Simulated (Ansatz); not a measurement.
Total energies of `Cl[Si](Cl)(Cl)[TeH]`.

```xyz
6

Cl    2.135    0.364    0.043
Si    0.181    0.132   -0.482
Cl   -0.305    1.547   -1.864
Cl    0.006   -1.710   -1.332
Te   -1.365    0.463    1.413
H    -0.653   -0.797    2.223
```

The species carries charge 0 and has multiplicity 1. Correlated methods include outer-core shells of Te, which these sets cover unevenly. Te takes the def2 core potential. The geometry is a stationary point of PBE0-D4/def2-TZVP. Basis def2-TZVPP, Ansatz 0.2.0.

RPA on PBE orbitals: Hartree–Fock energy of these orbitals -1935.17976 Eh, correlation -1.70405 Eh (frozen core).

```
             functional  energy without D4 (Eh)  D4 term (kJ/mol)
            LDA (SPW92)             -1932.95740                 –
                 revPBE             -1938.67628             -71.5
                   BLYP             -1938.87888             -66.5
                 r2SCAN             -1938.94435              -6.8
                 B97M-V             -1938.51271                 –
                  B3LYP             -1939.09539             -52.4
                r2SCAN0             -1938.90302              -8.7
HSE06 (plane-wave form)             -1938.35915             -26.1
                  BHLYP             -1938.89047             -49.0
              CAM-B3LYP             -1938.99009             -28.9
                ωB97X-V             -1938.68552                 –
                ωB97M-V             -1938.84347                 –
                 B2PLYP             -1938.26553                 –
               PBE-QIDH             -1937.89546                 –
```

Give the same for PBE, PBE0, r2SCANh, LC-ωPBE. (Best estimate.)

Ansatz gave: 
```tsv
functional	energy without D4 (Eh)	D4 term (kJ/mol)
PBE	-1938.23297	-31.5
PBE0	-1938.39009	-27.3
r2SCANh	-1938.92735	-7.7
LC-ωPBE	-1938.51403	–
```

B3LYP takes the VWN-RPA correlation (the form of Gaussian; ORCA's B3LYP/G). HSE06 is the plane-wave form, built on full-range PBE exchange. The double hybrids freeze the cores in their second-order part.

LC-ωPBE has ω = 0.4 bohr⁻¹.
